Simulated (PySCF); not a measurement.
# Fe⁺ (iron, charge +1) across methods

[Ar] 3d6 4s1, high-spin 6D determinant. All numbers are calculated (PySCF 2.14, no relativity, point nucleus, in aug-cc-pwCVTZ (10s9p7d4f3g, 127 functions)).

| method | E (hartree) | mean ε 3d α (eV) | mean ε 3d β (eV) | mean ε 4s α (eV) | Σ⟨r²⟩ (bohr²) | ⟨S²⟩ |
| --- | --- | --- | --- | --- | --- | --- |
| UHF | -1262.22051 | -26.912 | -21.307 | -15.223 | 25.27 | 8.753 |
| PBE | -1263.155 | -17.591 | -13.959 | -12.881 | 25.23 | 8.751 |
| LDA | -1260.923 | -17.842 | -13.955 | -13.122 | 25.13 | 8.751 |
| PBE0 | -1263.188 | -20.048 | -16.015 | -13.570 | 25.10 | 8.751 |
| wB97M-V | -1263.325 | -22.490 | -18.611 | -15.473 | 25.28 | 8.752 |
| r2SCAN | -1263.381 | -18.022 | -14.027 | -13.173 | 25.01 | 8.751 |
| r2SCAN0 | -1263.364 | -20.399 | -16.109 | -13.824 | 24.96 | 8.751 |
| HSE06 | -1263.203 | -19.607 | -15.620 | -13.252 | 25.10 | 8.751 |
